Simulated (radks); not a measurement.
Results of a calculation; reference values are marked as such.
Ionisation of the lanthanum ion La7+, [Kr] 4d10 5s2 5p2, to [Kr] 4d10 5s2 5p1 as the strength of local exchange is varied. Level of theory: Dirac Kohn-Sham, Slater X-alpha exchange (alpha = 2/3 is LDA exchange), no correlation, spin-unpolarised, spherical densities, finite nucleus; open shells are shared between the two j in proportion to 2j + 1; Fermi nuclear charge, rms radius 4.855 fm (a radial shooting solver on a logarithmic mesh with Libxc functionals).

alpha  E(La7+) (hartree)  exchange (hartree)  IE (eV)  -e of the level emptied (eV)  <r> of it (bohr)
0.649         -8468.8596           -184.2260   102.25                94.051 (5p3/2)             1.607
0.667         -8473.9705           -189.4365   102.63                94.432 (5p3/2)             1.603
0.692         -8481.0734           -196.6822   103.18                94.962 (5p3/2)             1.599
0.736         -8493.5874           -209.4602   104.13                95.899 (5p3/2)             1.592
0.747         -8496.7184           -212.6597   104.37                96.134 (5p3/2)             1.590
0.814         -8515.8111           -232.1920   105.84                97.572 (5p3/2)             1.579
1.042         -8581.0662           -299.2251   110.90                102.55 (5p3/2)             1.543

NIST Atomic Spectra Database: 105 +/- 2.1 eV (theoretical). The Delta-SCF value meets it near alpha = 0.78. Spin polarisation and multiplet splitting are left out, so open shells lie too high by an amount that depends on their filling. Sharing an open shell by 2j + 1 raises it above the true ground level by a part of the spin-orbit splitting, which enters the differences from NIST.

Beside tabulated values, note that spin-unpolarised runs miss the spin-polarisation part of the exchange energy of open shells.
